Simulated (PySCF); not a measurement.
**Bond curve of InF⁺**

Set-up: In cc-pVTZ-PP with ECP28, F cc-pVTZ; scalar-relativistic core potentials (PySCF 2.14). Energies in eV from In⁺ + F in their ground configurations at the same level. All curves are PBE0. state 1: ²Σ⁺ (doublet), unpaired electrons σ ↑; state 2: quartet, unpaired electrons σ ↑, π ↑↑, a mixture of terms (⟨Lz²⟩ = 2.0), a second solution, started from another occupation.

```
R (Å)  state 1  state 2
1.670    0.025   8.8153
1.748   -0.640   7.6212
1.825   -0.978   6.7743
1.884   -1.084   6.3084
1.942   -1.103   5.9520
2.000   -1.062   5.6822
2.078   -0.953   5.4257
2.175   -0.777   5.2240
2.292   -0.567   5.0980
2.447   -0.344   5.0449
```

Task: Put a parabola through the three lowest points of the state 1 curve and estimate Re, k and ωe (reduced mass 16.3 u; 1 eV/Å² = 0.16022 mdyn/Å; ωe = 1302.8·√(k/μ) cm⁻¹).

Result: Through R = 1.884, 1.942, 2.0 Å the second-order coefficient is 8.92 eV/Å², so Re ≈ 1.931 Å, k ≈ 2.86 mdyn/Å and ωe ≈ 545 cm⁻¹. A polynomial fit of higher order to the unrounded PBE0 energies gives Re = 1.928 Å, k = 3.05 mdyn/Å, ωe = 564 cm⁻¹; anharmonicity and rounding make the difference.

The higher-order fit for each curve: state 1: Re = 1.928 Å, ωe = 564 cm⁻¹, De = 1.10 eV; state 2: Re = 2.475 Å, ωe = 195 cm⁻¹, minimum 5.04 eV above the ground-state fragments.

These are scalar-relativistic numbers at best; spin–orbit coupling would shift them, the dissociation energy most. For an ion De counts to the pair picked by the measured ionisation energies or electron affinities, which need not be the lowest pair at this level. Counting both spins, an empty level lies below a filled one in some of these solutions, because spin and occupation are held. The state was picked by a PBE0 search and need not be the measured ground state.
